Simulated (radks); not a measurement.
Values are calculated unless marked as measured or tabulated.
The mean radii <r> (bohr) of the occupied orbitals of an atom or ion are listed with their occupations. Code: a radial shooting solver on a logarithmic mesh with Libxc functionals. Model: Dirac Kohn-Sham, PBE, spin-unpolarised, spherical densities, point nucleus.

| orbital | occ. | <r> |
|---|---|---|
| 1s1/2 | 2 | 0.02001 |
| 2s1/2 | 2 | 0.08410 |
| 2p1/2 | 2 | 0.06991 |
| 2p3/2 | 4 | 0.07724 |
| 3s1/2 | 2 | 0.2153 |
| 3p1/2 | 2 | 0.2046 |
| 3p3/2 | 4 | 0.2173 |
| 3d3/2 | 4 | 0.1898 |
| 3d5/2 | 4 | 0.1937 |
| 4s1/2 | 2 | 0.4319 |
| 4p1/2 | 1 | 0.4283 |
| 4d3/2 | 2 | 0.4330 |

Name the element and its charge. Open shells, if any, fill j = l - 1/2 first.

Answer. Z = 69, thulium, charge +38: Tm38+ in [Ar] 3d8 4s2 4p1 4d2. The 1s radius gives Z: for a bare nucleus <r> = (2 gamma + 1)/(2Z) with gamma = sqrt(1 - (Z/c)^2), 0.01977 bohr for Z = 69, and screening makes it slightly larger (0.02001 here). The occupations add up to 31, and the charge is Z minus that.
